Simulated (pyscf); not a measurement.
## `[SiH3][PH][GaH2]`, singlet

Gas-phase minimum from PySCF at ωB97X-D3(BJ)/def2-SVP, one conformer. 

```xyz
9

Si    -0.0855     0.3274    -2.2389
P     -2.0258     0.5094    -1.1294
Ga    -1.3297     2.3500     0.0388
H      1.1264     0.5518    -1.3913
H     -0.0992     1.3625    -3.3105
H      0.0251    -1.0280    -2.8496
H     -1.7477    -0.4478    -0.1135
H     -1.4643     2.3922     1.5968
H     -0.7722     3.5590    -0.7868
```
Charge 0, spin multiplicity 1.

Bonded distances (Å): Si1–P2 2.242, Si1–H4 1.496, Si1–H5 1.490, Si1–H6 1.491, P2–Ga3 2.288, P2–H7 1.423, Ga3–H8 1.564, Ga3–H9 1.567. Angles (°): P2–Si1–H4 114.1, P2–Si1–H5 106.9, P2–Si1–H6 109.9, H4–Si1–H5 108.1, H4–Si1–H6 108.0, H5–Si1–H6 109.7, Si1–P2–Ga3 93.1, Si1–P2–H7 97.4, Ga3–P2–H7 96.7, P2–Ga3–H8 120.3, P2–Ga3–H9 117.4, H8–Ga3–H9 122.3.

Properties at ωB97X-D3(BJ)/def2-SVP:

- Harmonic wavenumbers, unscaled = 60, 117, 166, 371, 396, 480, 502, 577, 618, 667, 760, 803, 925, 953, 973, 2007, 2012, 2225, 2260, 2268, 2454 cm⁻¹
- Zero-point energy = 30.9 kcal/mol
- Rotational symmetry number = 1
- Entropy of this conformer at 298 K and 1 atm, rigid rotor and harmonic oscillator, modes under 100 cm⁻¹ raised to 100 = 344.1 J/(mol K)
- Dipole moment = 0.76 D

Single-point totals, which compare only within one level (frozen core for MP2 and CC):

```tsv
level	total energy (hartree)
ωB97X-D3(BJ)/def2-TZVP	-2559.34640
PBE/def2-TZVP	-2558.70716
r²SCAN/def2-TZVP	-2559.25574
B3LYP-D3(BJ)/def2-TZVP	-2559.43370
PBE0-D3(BJ)/def2-TZVP	-2558.81949
M06-2X/def2-TZVP	-2559.25906
ωB97M-D3(BJ)/def2-TZVP	-2559.43278
HF/def2-TZVPP	-2556.43340
MP2/def2-TZVPP	-2556.95417
CCSD/def2-TZVPP	-2556.99924
CCSD(T)/def2-TZVPP	-2557.02252
```

Soft torsions are taken as harmonic, which can shift the entropy by several J/(mol K). The CCSD(T) − MP2 part came from Ansatz, without density fitting, on the same reference. The frozen core leaves the outer d or s,p core shells of the metals and heavy elements correlated in the MP2 and CC values, and def2-TZVPP describes them poorly, so these totals are far from the basis limit. Elements up to Kr have no core potential and no relativistic terms here.
